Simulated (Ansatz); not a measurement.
Geometry optimisation, Ansatz 0.2.0, RKS PBE-D4/def2-SVP.

Input:

```yaml
crystal:
  periodic: [false, false, false]
  atoms:
    - { symbol: Ge, position_ang: [-0.518948, -0.118343, -0.367198] }
    - { symbol: H, position_ang: [0.044506, 0.45073, 2.273139] }
    - { symbol: H, position_ang: [0.854583, -0.251618, 0.319382] }
    - { symbol: F, position_ang: [-0.541329, 1.518375, -1.049161] }
    - { symbol: H, position_ang: [-0.747452, -1.104565, -1.543574] }
    - { symbol: "N", position_ang: [-1.974821, -0.355334, 0.803821] }
    - { symbol: H, position_ang: [-2.829104, -0.532702, 0.255415] }
    - { symbol: H, position_ang: [-2.152172, 0.471709, 1.383804] }
    - { symbol: H, position_ang: [-0.517061, 0.054447, 2.488471] }
basis:
  gaussian: { orbitals: def2-SVP }
hamiltonian:
  xc: pbe
  dispersion: d4
relax:
  f_tol: 0.03
  max_steps: 50
output:
  orbitals: {}
```

Launched with:

```bash
$ ansatz run input.yaml --threads 2 --pin off --max-ram 3072MiB --backend cpu --events-out ev --progress --plain --runs-dir out
```

Problem. Where does it end, and by what steps?

Solution. It converged. The force dipped under the threshold on the way, but the program's further checks kept it going. After 26 steps the energy has fallen by 0.292 eV; H2 moved furthest, 1.95 Å.

| step | energy less start (eV) | largest force component (eV/Å) | accepted |
| --- | --- | --- | --- |
| 0 | 0.0000 | 1.551 | yes |
| 1 | -0.1446 | 0.370 | yes |
| 2 | -0.1948 | 0.217 | yes |
| 3 | -0.2088 | 0.584 | yes |
| 4 | -0.2251 | 0.358 | yes |
| 5 | -0.2317 | 0.199 | yes |
| 6 | -0.2403 | 0.119 | yes |
| 7 | -0.2350 | 0.313 | no |
| 8 | -0.2493 | 0.033 | yes |
| 9 | -0.2537 | 0.016 | yes |
| 10 | -0.2558 | 0.269 | yes |
| 11 | -0.2608 | 0.093 | yes |
| 12 | -0.2627 | 0.051 | yes |
| 13 | -0.2673 | 0.123 | yes |
| 14 | -0.2658 | 0.379 | no |
| 15 | -0.2717 | 0.098 | yes |
| 16 | -0.2749 | 0.101 | yes |
| 17 | -0.2775 | 0.215 | yes |
| 18 | -0.2803 | 0.146 | yes |
| 19 | -0.2844 | 0.043 | yes |
| 20 | -0.2858 | 0.195 | yes |
| 21 | -0.2885 | 0.101 | yes |
| 22 | -0.2895 | 0.011 | yes |
| 23 | -0.2908 | 0.064 | yes |
| 24 | -0.2912 | 0.088 | yes |
| 25 | -0.2915 | 0.059 | yes |
| 26 | -0.2917 | 0.004 | yes |

```xyz
9
Properties=species:S:1:pos:R:3
Ge -0.543 0.025 -0.813
H -0.551 -0.635 3.777
H 0.773 0.822 -0.682
F -1.398 0.717 -2.202
H -0.410 -1.487 -1.104
N -1.497 0.229 0.740
H -2.392 -0.270 0.772
H -1.649 1.200 1.035
H -0.715 -0.469 3.041
```

Whether the end is a true minimum wasn't checked by a vibrational analysis.

Run time: 37 s on 2 threads of Arm Neoverse V1 (shared host), peak memory 0.12 GiB.
